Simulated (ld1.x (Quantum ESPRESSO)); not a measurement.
## Which change was made? (Ba, TM)

Ba, norm-conserving Troullier–Martins (Kleinman–Bylander form), made with ld1.x (Quantum ESPRESSO) 7.5 (Wu–Cohen, scalar-relativistic). Core [Xe], reference 5d0.5 6s1.5 6p0. Waves: 6p (bound, empty): rc 4.20 bohr; 5d (bound): rc 3.00 bohr; 4f channel at -0.05 Ry: rc 4.35 bohr; 6s (bound): rc 4.20 bohr. Local part: the s channel. Core correction: Bessel-smoothed model core, default radius (core density twice the valence density).

Cutoffs, loose and tight: the cutoffs (Ry, on a coarse ladder) from which the occupation-weighted sum of valence levels, in a spherical-Bessel basis at the reference potential, stays within 10 and 1 mRy of its value at 400 Ry. They do not see the model core or the augmentation charge, which bear on the density cutoff. Test errors are all-electron minus pseudo excitation energies from the reference, over the configurations 5d0 6s2 6p0; 5d0 6s1 6p0; 5d0 6s1.5 6p0; 5d0 6s0 6p2; 5d0 6s0 6p1; 5d1 6s0 6p0; 5d0 6s1 6p1; variants that change the core or the reference have their own tests. The largest error is taken over the tests solved by every variant that gives reliable tests at all, those not shown here included: 5d0 6s1 6p0; 5d0 6s1.5 6p0; 5d0 6s2 6p0; 5d1 6s0 6p0.

The base gives: outcome: generated; cutoff, loose: 8 Ry; cutoff, tight: 10 Ry; bound ghosts: none; largest test error (meV): -29.

Problem. After one change the result is: outcome: generated; cutoff, loose: 8 Ry; cutoff, tight: 10 Ry; bound ghosts: none; largest test error (meV): -26. Which change was it?
A. local potential the d channel
B. all radii but the core radius scaled by about 0.78 (s 3.28, p 3.28, d 2.34, f 3.40 bohr)
C. functional PBE

Solution. C. The others give: local potential the d channel → outcome: generated; cutoff, loose: 8 Ry; cutoff, tight: 10 Ry; bound ghosts: s, p; largest test error (meV): -36 | all radii but the core radius scaled by about 0.78 (s 3.28, p 3.28, d 2.34, f 3.40 bohr) → outcome: generated; cutoff, loose: 8 Ry; cutoff, tight: 12 Ry; bound ghosts: p; largest test error (meV): -22.
